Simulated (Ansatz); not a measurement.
Start from `C[S][Ga]([Cl])[Cl]` and change one element to get `C[S][Al]([Cl])[Cl]`.

Ansatz, PBE0-D4/def2-TZVP geometries, multiplicity 1. Each molecule was computed in one conformer, which needn't be the lowest.

Scalar relativity is left out up to krypton.

```tsv
property	`C[S][Ga]([Cl])[Cl]`
LUMO energy (B3LYP/def2-TZVPP) / eV	-1.68
HOMO–LUMO gap (PBE0/def2-TZVPP) / eV	6.31
HOMO energy (ωB97M-V/def2-TZVPP) / eV	-9.86
zero-point energy (PBE0-D4/def2-TZVP) / kJ/mol	109.9
HOMO energy (B3LYP/def2-TZVPP) / eV	-7.45
HOMO–LUMO gap (B3LYP/def2-TZVPP) / eV	5.77
```

What does the change do to each property? (Best estimate.)

The calculation gave: 
| property | `C[S][Al]([Cl])[Cl]` | shift |
| --- | --- | --- |
| LUMO energy (B3LYP/def2-TZVPP) / eV | -1.12 | 0.56 |
| HOMO–LUMO gap (PBE0/def2-TZVPP) / eV | 6.72 | 0.41 |
| HOMO energy (ωB97M-V/def2-TZVPP) / eV | -9.75 | 0.11 |
| zero-point energy (PBE0-D4/def2-TZVP) / kJ/mol | 112.1 | 2.2 |
| HOMO energy (B3LYP/def2-TZVPP) / eV | -7.34 | 0.11 |
| HOMO–LUMO gap (B3LYP/def2-TZVPP) / eV | 6.21 | 0.44 |

With PBE0 the HOMO rises by 0.10 eV and the LUMO rises by 0.50 eV, so the gap widens by about 0.40 eV. PBE moves the HOMO by 0.09 eV and ωB97M-V by 0.11 eV.

B3LYP here is the variant with VWN-RPA as its local correlation; programs differ in this.
